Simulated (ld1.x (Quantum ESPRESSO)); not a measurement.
## Transferability test, PAW potential for krypton

```
Element                 : krypton (Kr)
Generator               : ld1.x (Quantum ESPRESSO) 7.5
Type                    : PAW
Functional              : LDA (PZ)
Relativity              : scalar-relativistic
Frozen core             : [Ar]
Valence charge          : 18
Reference configuration : 3d10 4s2 4p5 (charge +1)
Partial waves           : 4s (bound): rcut 1.20, rcutus 1.45 bohr; 4s channel at -1.75 Ry: rcut 1.20, rcutus 1.45 bohr; 4p (bound): rcut 1.10, rcutus 1.50 bohr; 4p channel at 3.85 Ry: rcut 1.10, rcutus 1.50 bohr; 3d (bound): rcut 0.65, rcutus 0.90 bohr; 3d channel at -3.7 Ry: rcut 0.65, rcutus 0.90 bohr
Local potential         : all-electron potential smoothed inside 0.90 bohr (lloc = -1)
Core correction         : a·sin(br)/r model core, default radius (core density twice the valence density)
Augmentation charge     : GAUSS, radius 0.70 bohr
```

Energies are relative to the spin-unpolarised reference configuration 3d10 4s2 4p5; without spin polarisation the order of configurations can differ from experiment. Spin-polarised rows fill each open shell by Hund’s rule, majority spin first.

```csv
valence configuration,charge,ΔE all-electron (eV),error AE − PS (meV)
3d10 4s2 4p6,0,-14.436,+3.2
3d10 4s2 4p4,+2,25.337,-4.9
3d10 4s2 4p3,+3,62.611,-13
3d10 4s2 4p2,+4,112.684,-28
3d9 4s2 4p6,+1,79.754,-357
3d10 4s2 4p5.5,+0.5,-8.507,+1.7
3d10 4s2 4p5 (spin-polarised),+1,-0.177,+0.2
```

Task: What are ΔE and the potential's error for 3d10 4s2 4p4 (spin-polarised)?

Result: ΔE = 24.524 eV all-electron; the error (AE − PS) is -4.2 meV.

Task: What are ΔE and the potential's error for 3d10 4s1 4p6?

Result: ΔE = 14.537 eV all-electron; the error (AE − PS) is -0.9 meV.

Levels in the configuration 3d10 4s2 4p4 (spin-polarised):

| level | all-electron (eV) | pseudo (eV) |
| --- | --- | --- |
| 3d up | -107.206 | -107.246 |
| 4s up | -47.005 | -47.005 |
| 4p up | -31.864 | -31.865 |
| 3d down | -106.878 | -106.913 |
| 4s down | -45.300 | -45.300 |
| 4p down | -30.222 | -30.222 |

Note: ghost state, extra bound levels that the all-electron valence spectrum of the same l lacks: s at -147.0 eV. A true bound ghost makes a file unfit for plane-wave use.
